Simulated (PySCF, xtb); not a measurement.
Si(H)2(OMe)(SMe) (C₂H₈OSSi), SMILES CO[SiH2]SC. One conformer was computed; it need not be the lowest.

Harmonic wavenumbers (cm⁻¹) from GFN2-xTB (xtb) at its own minimum, in rising order: 51, 69, 108, 116, 153, 183, 295, 509, 521, 594, 723, 731, 767, 807, 949, 961, 1130, 1139, 1170, 1323, 1415, 1455, 1460, 1478, 1481, 2248, 2369, 2960, 2973, 2995, 3034, 3037, 3063.

Q: What does PBE0-D3(BJ)/def2-SVP in PySCF 2.14.0 give at its own minimum? (The exact figures need the calculation; the answer reports its results.)

A: 52, 76, 98, 139, 175, 210, 306, 506, 602, 730, 767, 783, 887, 916, 965, 977, 1174, 1179, 1223, 1335, 1446, 1455, 1469, 1475, 1480, 2206, 2293, 3006, 3068, 3085, 3141, 3181, 3189. Paired by order, the mean absolute difference is 48 cm⁻¹ and the zero-point energies are 60.4 and 62.3 kcal/mol.
